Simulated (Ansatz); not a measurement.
`C[SiH2]CSS`, relaxed with RKS PBE0-D4/def2-TZVP in Ansatz 0.2.0 from a PBE-D4/def2-SVP geometry. The force threshold is 0.005 eV/Å; the program also tests the step.

Total charge 0; spin multiplicity 1.

Start:

```xyz
13

C     0.051    1.681    0.721
Si   -0.980    0.195    0.183
C    -0.179   -0.629   -1.338
S     1.584   -1.106   -1.086
S     1.489   -2.633    0.329
H    -0.344    2.130    1.655
H     0.055    2.465   -0.063
H     1.101    1.370    0.897
H    -2.382    0.613   -0.187
H    -1.077   -0.812    1.297
H    -0.753   -1.501   -1.712
H    -0.126    0.109   -2.170
H     1.562   -1.882    1.474
```

Question: How much energy does the relaxation release, and in how many steps? (An estimate is asked.)

Answer: The calculation gave: 7.16 kJ/mol, in 14 steps.

Question: Which bonds change most? (Best estimate.)

Answer: Ansatz gave: S4–S5 from 2.084 to 2.035 Å; C3–S4 from 1.844 to 1.817 Å; S5–H13 from 1.371 to 1.348 Å; Si2–C3 from 1.906 to 1.884 Å.

Question: Give the relaxed structure. (Estimate.)

Answer: Ansatz gave: 
```xyz
13

C     0.005    1.761    0.678
Si   -0.923    0.208    0.217
C    -0.126   -0.608   -1.282
S     1.599   -1.103   -0.996
S     1.446   -2.755    0.183
H    -0.418    2.214    1.578
H    -0.043    2.499   -0.126
H     1.056    1.535    0.870
H    -2.342    0.523   -0.116
H    -0.924   -0.753    1.352
H    -0.689   -1.466   -1.653
H    -0.063    0.117   -2.103
H     1.421   -2.172    1.398
```
